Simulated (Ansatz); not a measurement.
`CNC(=N)[SiH3]` + `[NH2][Al]([OH])[F]` → `[NH2][Al]([F])[O][SiH3]` + `CNC=N`  (ligand exchange at the Si–C bond)

Calculated with Ansatz (gas phase, PBE0-D4/def2-TZVP geometries, no zero-point term in ΔE). CCSD(T)/CBS is the MP2 limit (def2-TZVPP, def2-QZVPP) plus CCSD(T) − MP2 in def2-TZVPP, frozen cores. Functionals use def2-TZVPP. One conformer a species, not always the lowest.

Problem. Is it downhill or uphill in electronic energy at CCSD(T)/CBS, and by how much? (Best estimate.)

Solution. The calculation gave: Downhill: ΔE = -117.6 kJ/mol.

Problem. What do these levels give: PBE-D4, CAM-B3LYP, LC-ωPBE, RPA@PBE/def2-TZVPP, HF/def2-TZVPP, CCSD/CBS(def2)? (Estimate.)

Solution. Computed: PBE-D4 -101.2, CAM-B3LYP -127.4, LC-ωPBE -118.0, RPA@PBE/def2-TZVPP -119.2, HF/def2-TZVPP -152.4, CCSD/CBS(def2) -123.3 kJ/mol.

Largest T1 diagnostic among the species: 0.014.

From BLYP to BHLYP (50 % exact exchange), in def2-TZVPP and without D4, ΔE moves by −18.1 kJ/mol. Leaving LDA and LC-ωPBE aside and taking each functional with its dispersion term where it has one, the values, not all of them listed here, spread over 34.9 kJ/mol, from BHLYP-D4 to revPBE-D4. LDA lies +4.0 kJ/mol from PBE without D4.
